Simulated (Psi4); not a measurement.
Cl₃SW (SMILES [S]=[W+]([Cl])([Cl])[Cl]), charge +1, singlet, geometry from GFN2-xTB (such geometries of metal compounds can be far from the true shape) (the multiplicity is a formal guess) (core potentials on W). Base run: HF/def2-SVP (Psi4).

Psi4 was given this input:
```
memory 2 GB

molecule mol {
1 1
  W    -0.006700    0.003267    0.004499
  S     1.652517   -0.805694   -1.109677
  Cl    0.742418    0.716268    1.864804
  Cl   -0.848899    1.588939   -1.138578
  Cl   -1.419663   -1.561128    0.298591
}

set basis def2-svp
set reference rhf
set stability_analysis check
set scf_type pk

energy('scf')
print_variables()
```

The bond that is stretched is that between atoms 4 and 1. A test that says stable can miss a lower solution.

Each row names what was changed in the base input (with any setting that the change needs).

```
change                                                     ΔE vs base (mEh)  <S^2>        outcome
---------------------------------------------------------  ----------------  -----  -------------
base                                                                  0.000  0.000      converged
stability_analysis = follow; reference = uhf                              -      -  not converged
bond × 1.25                                                          45.733  0.000      converged
stability_analysis = follow; reference = uhf; bond × 1.25            31.665  0.957      converged
bond × 1.5                                                            130.1  0.000      converged
stability_analysis = follow; reference = uhf; bond × 1.5                  -      -  not converged
bond × 1.8                                                            200.4  0.000      converged
stability_analysis = follow; reference = uhf; bond × 1.8                  -      -  not converged
bond × 2.2                                                            249.7  0.000      converged
stability_analysis = follow; reference = uhf; bond × 2.2                  -      -  not converged
bond × 3.0                                                                -      -  not converged
stability_analysis = follow; reference = uhf; bond × 3.0                  -      -  not converged
```

Psi4 reported an instability in these rows: stability_analysis = follow; reference = uhf; stability_analysis = follow; reference = uhf; bond × 1.25; stability_analysis = follow; reference = uhf; bond × 1.5; stability_analysis = follow; reference = uhf; bond × 1.8; stability_analysis = follow; reference = uhf; bond × 2.2 (restricted rows aren't judged here).

Where a bond breaks into two radicals, a solution with restricted orbitals usually stops being the lowest and lies too high; an unrestricted one lies lower at the price of spin contamination, which <S^2> shows.
